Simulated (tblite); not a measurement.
Species: C6H10O.
SMILES with atom numbers: `[CH3:1][O:2][C@H:3]1[CH:4]=[C:5]([CH3:6])[CH2:7]1` (hydrogens: H8, H9, H10 on C1; H11 on C3; H12 on C4; H13, H14, H15 on C6; H16, H17 on C7)

Computed with GFN2-xTB (tblite), gas phase: nudged elastic band of 9 images (0 to 8), spring 0.2 eV/Å², climbing image at the end, force threshold 0.05 eV/Å. No saddle search or frequency run followed, so the top image need not be a first-order saddle, and its height can exceed the method's true barrier by a kcal/mol or more.

Path: rotation about C3–O2 (sp3 carbon bound to oxygen, ether oxygen), followed by the dihedral C4–C3–O2–C1, from 75° to -177°. Start geometry (image 0):
```
atom  x, y, z in Å
C1     -2.788    0.189   -0.307
O2     -1.713    0.738    0.412
C3     -0.703   -0.195    0.700
C4      0.225   -0.621   -0.420
C5      1.304   -0.092    0.154
C6      2.749   -0.024   -0.163
C7      0.551    0.453    1.344
H8     -2.473   -0.166   -1.294
H9     -3.244   -0.647    0.239
H10    -3.519    0.987   -0.426
H11    -1.120   -1.038    1.275
H12     0.050   -1.163   -1.331
H13     3.069    1.015   -0.228
H14     3.330   -0.499    0.628
H15     2.958   -0.521   -1.107
H16     0.834    0.059    2.318
H17     0.481    1.537    1.388
```

The first guess turns that dihedral rigidly in even steps and adds one set of random displacements (0.04 Å standard deviation a coordinate) to every inner image. Energies of the images above image 0 (eV) in the early part of the optimisation:

```json
{"iteration": "0", "1": "1.381", "2": "1.413", "3": "1.421", "4": "1.387", "5": "1.311", "6": "1.209", "7": "1.113", "8": "-0.003"}
{"iteration": "10", "1": "0.055", "2": "0.083", "3": "0.112", "4": "0.126", "5": "0.117", "6": "0.093", "7": "0.071", "8": "-0.003"}
{"iteration": "20", "1": "0.022", "2": "0.048", "3": "0.075", "4": "0.088", "5": "0.077", "6": "0.052", "7": "0.030", "8": "-0.003"}
{"iteration": "30", "1": "0.017", "2": "0.043", "3": "0.070", "4": "0.082", "5": "0.071", "6": "0.045", "7": "0.023", "8": "-0.003"}
```

Question: Where does the band end, and how far was the first guess from it?

Answer: Final energies, images 1 to 8: 0.010, 0.035, 0.060, 0.071, 0.059, 0.032, 0.009, -0.003 eV. The highest point drops from 1.42 eV (image 3) to 0.071 eV (image 4), by 1.35 eV. Image 4 moved by 0.06 Å rms, its dihedral from 127° to 132°. The end images are fixed. The true force on the top image ends at 0.033 eV/Å, and the largest on any image at 0.05 eV/Å; away from the top, the method drives only the force across the path to zero. The last saved iteration is 40.

What follows is the cost of the whole band run. The run took 2.2 s wall on one thread, INTEL XEON PLATINUM 8581C at 2.10 GHz (x86_64), on a shared host, and the process peaked at 0.18 GiB of memory.
